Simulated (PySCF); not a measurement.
PySCF input (B3PW91/6-31G* (5d)):

```python
from pyscf import gto, dft

mol = gto.M(
    atom='''
    C     1.80553300   -0.47250000    0.61360600
    C     0.96135600   -0.37191100   -0.60669700
    B    -0.48138900    0.13923500   -0.17261600
    O    -0.75676800    1.47252700   -0.24854600
    O    -1.45927800   -0.68938100    0.31884500
    H     2.26674500    0.41042100    1.03330300
    H     1.83618000   -1.38129900    1.19896000
    H     0.88576700   -1.34223900   -1.10822600
    H     1.38516100    0.34424700   -1.31558300
    H    -1.63477600    1.68890400    0.08690200
    H    -1.20509900   -1.61491500    0.36387100
    ''',
    basis='6-31g*',
    charge=0,
    spin=1,
    verbose=4,
)

mf = dft.UKS(mol, xc='b3pw91')
mf.grids.level = 3
mf.conv_tol = 1e-9
mf.max_cycle = 100
mf.max_memory = 1500
mf.kernel()
if not mf.converged:
    mf = mf.newton()
    mf.kernel(mf.make_rdm1())
mo, _, stable, _ = mf.stability(return_status=True)
if not stable:
    mf.kernel(mf.make_rdm1(mo, mf.mo_occ))
    stable = mf.stability(return_status=True)[2]
mf.dip_moment()
```

From the output:

```
XC library pyscf.dft.libxc version 7.1.2
    S. Lehtola, C. Steigemann, M. J. T. Oliveira, and M. A. L. Marques,  SoftwareX 7, 1–5 (2018)
XC functionals = b3pw91
    A. D. Becke,  J. Chem. Phys. 98, 5648 (1993)
radial grids:
    Treutler-Ahlrichs [JCP 102, 346 (1995); DOI:10.1063/1.469408] (M4) radial grids

becke partition: Becke, JCP 88, 2547 (1988); DOI:10.1063/1.454033
pruning grids: <function nwchem_prune>
grids dens level: 3
symmetrized grids: False
atomic radii adjust function: <function treutler_atomic_radii_adjust>
small_rho_cutoff = 0
Set gradient conv threshold to 3.16228e-05
tot grids = 129296
init E= -255.428822356126
  alpha nocc = 20  HOMO = -0.185758478000094  LUMO = -0.0278505005545631
  beta  nocc = 19  HOMO = -0.402359991721318  LUMO = -0.185758478000095

WARN: HOMO -0.185758478000094 >= LUMO -0.185758478000095

cycle= 1 E= -254.900919813837  delta_E= 0.528  |g|= 0.636  |ddm|= 2.11
  alpha nocc = 20  HOMO = -0.140512349729938  LUMO = 0.110823009955161
  beta  nocc = 19  HOMO = -0.153404173892183  LUMO = -0.00251812492642989
  HOMO = -0.14051234973  LUMO = -0.00251812492643  gap/eV = 3.75501
cycle= 2 E= -254.762724034199  delta_E= 0.138  |g|= 0.887  |ddm|= 1.08
  alpha nocc = 20  HOMO = -0.171870790278303  LUMO = 0.07624241673548
  beta  nocc = 19  HOMO = -0.311915410320026  LUMO = -0.0266032122894813
  HOMO = -0.171870790278  LUMO = -0.0266032122895  gap/eV = 3.95293
cycle= 3 E= -255.058061960743  delta_E= -0.295  |g|= 0.0667  |ddm|= 0.65
  alpha nocc = 20  HOMO = -0.190483286441071  LUMO = 0.076263701820221
  beta  nocc = 19  HOMO = -0.313286012996071  LUMO = -0.0391558648049242
  HOMO = -0.190483286441  LUMO = -0.0391558648049  gap/eV = 4.11783
cycle= 4 E= -255.060045475648  delta_E= -0.00198  |g|= 0.0239  |ddm|= 0.0761
  alpha nocc = 20  HOMO = -0.188192576663902  LUMO = 0.0784320416097928
  beta  nocc = 19  HOMO = -0.312413889774361  LUMO = -0.0336508188339311
  HOMO = -0.188192576664  LUMO = -0.0336508188339  gap/eV = 4.20530
cycle= 5 E= -255.060344890955  delta_E= -0.000299  |g|= 0.00569  |ddm|= 0.0238
  alpha nocc = 20  HOMO = -0.18819551894734  LUMO = 0.0782259410804427
  beta  nocc = 19  HOMO = -0.312121134586341  LUMO = -0.032491408523458
  HOMO = -0.188195518947  LUMO = -0.0324914085235  gap/eV = 4.23692
cycle= 6 E= -255.060361422983  delta_E= -1.65e-05  |g|= 0.00307  |ddm|= 0.00684
  alpha nocc = 20  HOMO = -0.188594511951984  LUMO = 0.0782161407170179
  beta  nocc = 19  HOMO = -0.312339813958287  LUMO = -0.0323811994206715
  HOMO = -0.188594511952  LUMO = -0.0323811994207  gap/eV = 4.25078
cycle= 7 E= -255.06036580906  delta_E= -4.39e-06  |g|= 0.00143  |ddm|= 0.00337
  alpha nocc = 20  HOMO = -0.188677981626689  LUMO = 0.0781839448280639
  beta  nocc = 19  HOMO = -0.312424987989608  LUMO = -0.0322349502336761
  HOMO = -0.188677981627  LUMO = -0.0322349502337  gap/eV = 4.25703
cycle= 8 E= -255.060366873511  delta_E= -1.06e-06  |g|= 0.00041  |ddm|= 0.00165
  alpha nocc = 20  HOMO = -0.188668141415498  LUMO = 0.0782103128494316
  beta  nocc = 19  HOMO = -0.312369951888611  LUMO = -0.0321865154441112
  HOMO = -0.188668141415  LUMO = -0.0321865154441  gap/eV = 4.25808
cycle= 9 E= -255.060366973153  delta_E= -9.96e-08  |g|= 8.4e-05  |ddm|= 0.000513
  alpha nocc = 20  HOMO = -0.188682768710883  LUMO = 0.078210946380739
  beta  nocc = 19  HOMO = -0.31236270060113  LUMO = -0.0322074202231288
  HOMO = -0.188682768711  LUMO = -0.0322074202231  gap/eV = 4.25791
cycle= 10 E= -255.06036697788  delta_E= -4.73e-09  |g|= 4.19e-05  |ddm|= 0.000146
  alpha nocc = 20  HOMO = -0.188671446078611  LUMO = 0.078210421597352
  beta  nocc = 19  HOMO = -0.312364868837741  LUMO = -0.0321990168805328
  HOMO = -0.188671446079  LUMO = -0.0321990168805  gap/eV = 4.25783
cycle= 11 E= -255.060366978732  delta_E= -8.52e-10  |g|= 2e-05  |ddm|= 5.6e-05
  alpha nocc = 20  HOMO = -0.188677573205118  LUMO = 0.0782099332761987
  beta  nocc = 19  HOMO = -0.31236761981416  LUMO = -0.0322067504096162
  HOMO = -0.188677573205  LUMO = -0.0322067504096  gap/eV = 4.25779
Extra cycle  E= -255.060366978684  delta_E= 4.84e-11  |g|= 2.46e-05  |ddm|= 3.44e-05
converged SCF energy = -255.060366978684  <S^2> = 0.75463434  2S+1 = 2.004629
uhf_internal: lowest eigs of H = [0.4000617  0.44979395 0.46973378]
<class 'pyscf.dft.uks.UKS'> wavefunction is stable in the internal stability analysis
Dipole moment(X, Y, Z, Debye): -0.61682, -1.30962,  0.32032
```

The geometry given is a B3LYP-D3(BJ)/def2-TZVP minimum.
